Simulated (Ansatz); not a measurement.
`OP(O)[O][InH2]` and `OP(O)[SeH]` differ in one atom or group.

Ansatz, PBE0-D4/def2-TZVP geometries, multiplicity 1. Each molecule was computed in one conformer, which needn't be the lowest. `OP(O)[O][InH2]` holds a close contact that its SMILES doesn't draw: In···O 2.32 Å.

Elements past krypton have def2 core potentials. Scalar relativity is left out up to krypton. Spin–orbit coupling is left out; it splits and shifts lone-pair levels of the heavy atoms by tenths of an eV.

```csv
property,`OP(O)[O][InH2]`
size of the dipole moment (ωB97M-V/def2-TZVPP) / D,2.81
size of the dipole moment (PBE/def2-TZVPP) / D,2.73
HOMO–LUMO gap (PBE0/def2-TZVPP) / eV,5.91
HOMO–LUMO gap (B3LYP/def2-TZVPP) / eV,5.47
HOMO energy (B3LYP/def2-TZVPP) / eV,-6.87
LUMO energy (PBE/def2-TZVPP) / eV,-1.87
```

(1) Give the same properties after the change, and the shifts. (Best estimate.)

Results:

(1) Computed: 
| property | `OP(O)[SeH]` | shift |
| --- | --- | --- |
| size of the dipole moment (ωB97M-V/def2-TZVPP) / D | 0.88 | -1.93 |
| size of the dipole moment (PBE/def2-TZVPP) / D | 0.73 | -2.00 |
| HOMO–LUMO gap (PBE0/def2-TZVPP) / eV | 6.71 | 0.80 |
| HOMO–LUMO gap (B3LYP/def2-TZVPP) / eV | 6.27 | 0.80 |
| HOMO energy (B3LYP/def2-TZVPP) / eV | -6.67 | 0.20 |
| LUMO energy (PBE/def2-TZVPP) / eV | -1.03 | 0.84 |

With PBE0 the HOMO rises by 0.18 eV and the LUMO rises by 0.98 eV, so the gap widens by about 0.80 eV. PBE moves the HOMO by 0.12 eV and ωB97M-V by 0.34 eV. The zero-point energy changes by -22.5 kJ/mol with -6 modes. Dipoles are sizes alone; their direction can turn.

Positive LUMOs are unbound, so they and the gaps depend on the basis.

B3LYP here is the variant with VWN-RPA as its local correlation; programs differ in this.
